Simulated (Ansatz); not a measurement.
Cost and result for the atomization energy of CH₇ClOSi₂ (`O[SiH]([SiH3])CCl`) (12 atoms, 11 bonds).

Cartesian coordinates in Å:
```
O 1.1836 -1.5680 0.0537
Si 0.0114 -0.5029 -0.3989
Si -1.4126 -0.2209 1.4393
C 0.8019 1.1367 -0.8958
Cl 2.0391 0.7964 -2.1484
H 1.9092 -1.6781 -0.5665
H -0.7380 -0.9809 -1.5953
H -0.6628 0.3271 2.6017
H -2.0389 -1.5119 1.8274
H -2.4897 0.7417 1.0766
H 0.0831 1.8345 -1.3271
H 1.3136 1.6263 -0.0668
```

The species carries charge 0 and has multiplicity 1. The structure was optimised at the PBE0-D4/def2-TZVP level. It is one conformer, not always the lowest. Program: Ansatz. All runs use 4 threads of an Arm Neoverse V1 on a shared host. Times are those of one run each, without the atoms' runs, and a repeat can differ threefold. Electronic energies, without spin–orbit coupling; frozen cores. CCSD(T)/CBS adds CCSD(T) − MP2 in def2-TZVPP to the MP2 limit, and its time is that of the two runs behind it. T1 = 0.011. B3LYP takes the VWN-RPA correlation (the form of Gaussian; ORCA's B3LYP/G).

CCSD(T)/CBS is a level of theory with its own doubt, some kJ/mol a heavy atom from the limit and from the frozen cores, so smaller differences don't rank the functionals.

```csv
level,functions,wall time,atomization (kJ/mol),difference from CCSD(T)/CBS,per bond
PBE-D4/def2-TZVPP (with forces),286,3.3 s,4006.8,8.3,0.8
PBE0-D4/def2-TZVPP,286,4.5 s,3962.1,-36.4,-3.3
r2SCAN-D4/def2-TZVPP (with forces),286,7 s,3992.4,-6.1,-0.6
B3LYP-D4/def2-TZVPP (with forces),286,7.5 s,3972.1,-26.4,-2.4
B2PLYP/def2-TZVPP,286,7.5 s,3925.6,-72.9,-6.6
ωB97X-V/def2-TZVPP,286,11 s,4011.1,12.6,1.1
ωB97M-V/def2-TZVPP (with forces),286,15 s,3995.5,-3.0,-0.3
MP2/def2-QZVPP,534,30 s,3987.8,-10.7,-1.0
CCSD(T)/def2-TZVPP,286,4.3 min,3885.1,-113.4,-10.3
CCSD(T)/CBS(def2),–,4.8 min,3998.5,0.0,0.0
```

The D4 term adds +47.0 kJ/mol with B3LYP and +24.9 kJ/mol with PBE0; it sums over pairs of atoms, weighted by their polarisabilities, and B3LYP, whose exchange is more repulsive, gets the larger term. In def2-TZVPP, CCSD(T) changes the Hartree–Fock value by +947.6 kJ/mol (the triples alone add +51.9 kJ/mol) and MP2 by +982.8 kJ/mol; breaking electron pairs costs correlation energy, which Hartree–Fock lacks. From PBE to PBE0 (25 % exact exchange), in def2-TZVPP and without D4, the atomization energy moves by −40.5 kJ/mol: exact exchange takes away binding that semilocal exchange gives to molecules.
